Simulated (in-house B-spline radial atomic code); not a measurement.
A fraction x of an electron is removed from 4p in Se2+, starting from [Ar] 3d10 4s2 4p2 and keeping the highest spin. Method: non-relativistic B3LYP, spin-polarised, spherical fractional occupations, point nucleus. Calculated with a B-spline radial code for spherical atoms.

Caution: exact exchange at fractional occupations of open shells leaves self-interaction of up to several eV.

| x | E(x) - E(0) (eV) | 4p up level (eV) |
| --- | --- | --- |
| 0 | 0.0000 | -26.718 |
| 0.06 | 1.6205 | -27.300 |
| 0.14 | 3.8357 | -28.079 |
| 0.3 | 8.4539 | -29.650 |
| 0.42 | 12.0831 | -30.839 |
| 0.5 | 14.5821 | -31.636 |
| 0.58 | 17.1449 | -32.436 |
| 0.71 | 21.4465 | -33.744 |
| 0.84 | 25.9188 | -35.061 |
| 0.95 | 29.8371 | -36.182 |
| 1 | 31.6590 | -36.693 |

The exact functional would give a straight line between the two integer points. Deviations E(x) - E(0) - x[E(1) - E(0)], in eV: -0.279 at x = 0.06, -0.597 at x = 0.14, -1.044 at x = 0.3, -1.214 at x = 0.42, -1.247 at x = 0.5, -1.217 at x = 0.58, -1.031 at x = 0.71, -0.675 at x = 0.84, -0.239 at x = 0.95.

The curve lies below the straight line by up to 1.247 eV (at x = 0.5): convex, the delocalisation error, to which spherically averaged exact exchange adds.

(1) How well does Slater's transition state (minus the level at half occupation) give the ionisation energy?

Answers

(1) It gives 31.636 eV against 31.659 eV from the two total energies; NIST lists 31.70 eV, ground level to ground level. The end point has an open shell averaged over its orbitals, so its exact exchange keeps a self-interaction and this is no true integer point.
